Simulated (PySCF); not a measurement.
C4H9FSi, SMILES CC1(F)C[SiH2]C1.

Geometry: PBE0-D3(BJ)/def2-SVP. This is a generated structure with no PubChem entry under its InChIKey; it may be hypothetical.

Vertical ionisation energy (IE) and electron affinity (EA) in eV. Rows of orbital energies are one-electron estimates. Where ΔSCF, EOM or ADC give a negative EA the extra electron is unbound and the value depends on the basis.

```json
[
 {"level": "−ε(HOMO), −ε(LUMO), CAM-B3LYP/def2-TZVP (PySCF)", "IE": "[?]", "EA": "[?]"},
 {"level": "−ε(HOMO), −ε(LUMO), PBE/def2-TZVP (PySCF)", "IE": "6.98", "EA": "0.51"}
]
```

What belongs in the gaps? (An estimate is asked for; the answer gives what the named calculation found.)


- −ε(HOMO), −ε(LUMO), CAM-B3LYP/def2-TZVP (PySCF), IE: 9.73
- −ε(HOMO), −ε(LUMO), CAM-B3LYP/def2-TZVP (PySCF), EA: -1.21
